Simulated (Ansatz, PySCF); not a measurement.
Species: BiF2 (charge -1, singlet). 
Coordinates optimised at B3LYP-D3(BJ)/def2-TZVP (Ansatz, an electronic-structure program):
```xyz
3

Bi    -0.2492     0.0000     0.0000
F      1.1493     0.0000     1.5885
F      1.1493     0.0000    -1.5885
```
Charge -1, spin multiplicity 1.

Total electronic energies in hartree. Valence correlation only, unless marked. No spin-orbit coupling. Frozen are the shells of the preceding noble gas and the d and f shells that filled before the atom's block. Past Kr the def2 sets carry scalar-relativistic core potentials. CBS(X,Y): correlation extrapolated as X^-3; Hartree-Fock from the larger set.

| level | program | energy (Eh) |
|---|---|---|
| RI-HF/def2-TZVPP | Ansatz | -412.58219 |
| BLYP-D3(BJ)/def2-TZVPD | Ansatz + dftd3 | -414.48379 |
| M06-L/def2-TZVPD | PySCF | -414.59767 |
| r2SCAN-D3(BJ)/def2-TZVPD | Ansatz + dftd3 | -414.52586 |
| MN15-D3(BJ)/def2-TZVPD | PySCF + dftd3 | -413.91874 |
| B2GP-PLYP-D3(BJ)/def2-TZVPD | Ansatz + dftd3 | -413.95980 |
| RI-MP2/def2-TZVPPD | Ansatz | -413.22085 |
| SCS-MP2/def2-TZVPPD | Ansatz | -413.20528 |
| CCSD(T)/CBS(def2-TZVPPD,def2-QZVPPD) | Ansatz | -413.3516 |

Totals of different functionals don't rank their quality; only differences between species are comparable.
